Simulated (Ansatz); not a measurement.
`C[Si](O)([SiH3])Cl` → `[CH2]` (triplet) + `O[SiH]([SiH3])Cl` at 700 K and 1 bar (formal loss of a carbene).

Computed with Ansatz on PBE0-D4/def2-TZVP structures; ΔE is electronic, products minus reactants. CCSD(T)/CBS adds triple-zeta CCSD(T) − MP2 to the extrapolated MP2 energy (def2 sets, frozen cores). This one scheme is used for every species. Triplets are unrestricted, without spin–orbit coupling. Each species was taken in one conformer, which may not be the lowest.

```
             species  CCSD(T)/CBS energy (Eh)  H − E (kJ/mol)  S (J/(mol·K))
`C[Si](O)([SiH3])Cl`              -1155.49045           301.5          535.4
   `[CH2]` (triplet)                -39.09499            70.4          226.8
  `O[SiH]([SiH3])Cl`              -1116.20942           206.9          466.7
```

H − E and S are ideal-gas, rigid-rotor, harmonic terms from PBE0-D4/def2-TZVP, for one conformer and one mirror image of each species, with the whole ground term of open shells counted as degenerate. 1 Eh = 2625.50 kJ/mol, R = 8.31446 J/(mol·K).

Q: By hand: ΔE, ΔH, ΔS and ΔG.

A: ΔE = (-39.09499) + (-1116.20942) − (-1155.49045) = 0.18604 Eh = 488.4 kJ/mol. Δ(H − E) = 70.4 + 206.9 − 301.5 = -24.2, so ΔH = 464.2 kJ/mol. ΔS = 226.8 + 466.7 − 535.4 = 158.1 J/(mol·K). ΔG = 464.2 − 700 × (158.1)/1000 = 353.5 kJ/mol.

Q: By hand: the equilibrium constant, and the temperature at which ΔG would vanish if ΔH and ΔS stayed fixed.

A: log₁₀ K = −ΔG/(RT ln 10) = -26.4. ΔG = 0 at ΔH/ΔS = 2936 K, far beyond where these terms or the molecules hold.

The number of gas molecules changes by +1, which sets the sign of ΔS. A doubt of 5 kJ/mol in ΔE shifts log₁₀ K by 0.4 here. Other conformers and mirror images would add mixing entropy, several J/(mol·K) or more a flexible species. A triplet takes part, so the spin changes. These are equilibria of isolated gas molecules and say nothing of rates. Largest T1 diagnostic: 0.012 (customary marks: 0.02 for closed shells, 0.045 for open ones).
